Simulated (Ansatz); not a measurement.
Molecule: C$_{6}$H$_{11}$, net charge 0, doublet state. It need not be the lowest isomer of its formula. 
Structure (B3LYP-D3(BJ)/def2-TZVP (Ansatz, an electronic-structure program) minimum search):
```
C
C 1 1.3838
H 1 1.0854 2 116.08
H 2 1.0866 1 114.56 3 -2.94
C 2 1.3871 4 114.35 1 -179.95
H 5 1.0837 2 115.94 4 -2.39
C 5 1.4954 6 115.94 2 179.60
H 7 1.0904 5 110.55 6 15.49
H 7 1.0915 8 107.79 5 -123.29
H 7 1.0964 8 106.94 9 -114.62
C 1 1.4957 3 115.25 2 177.77
H 11 1.0889 1 111.19 3 155.53
H 11 1.0944 12 106.39 1 118.11
C 11 1.5377 12 109.40 13 116.87
H 14 1.0913 11 110.86 12 62.25
H 14 1.0917 15 107.55 11 -121.40
H 14 1.0921 15 108.34 16 -116.64
```
Charge 0, spin multiplicity 2.

Dipole moments at this geometry, in debye (magnitudes).

```tsv
level	program	dipole (D)
BLYP/def2-TZVPD	Ansatz	___
revPBE/def2-TZVPD	Ansatz	0.52
r2SCAN/def2-TZVPD	Ansatz	0.53
B97M-V/def2-TZVPD	Ansatz	0.51
B3LYP/def2-TZVPD	Ansatz	0.50
PBE0/def2-TZVPD	Ansatz	0.51
BHLYP/def2-TZVPD	Ansatz	0.47
r2SCANh/def2-TZVPD	Ansatz	0.52
r2SCAN0/def2-TZVPD	Ansatz	0.50
HSE06/def2-TZVPD	Ansatz	0.51
CAM-B3LYP/def2-TZVPD	Ansatz	0.50
wB97M-V/def2-TZVPD	Ansatz	0.51
wB97X-V/def2-TZVPD	Ansatz	0.50
CCSD(T)/aug-cc-pVDZ	Ansatz	___
```

**Question.** Some entries are withheld; supply them.

**Answer.** 
- BLYP/def2-TZVPD, dipole (D): 0.51
- CCSD(T)/aug-cc-pVDZ, dipole (D): 0.47
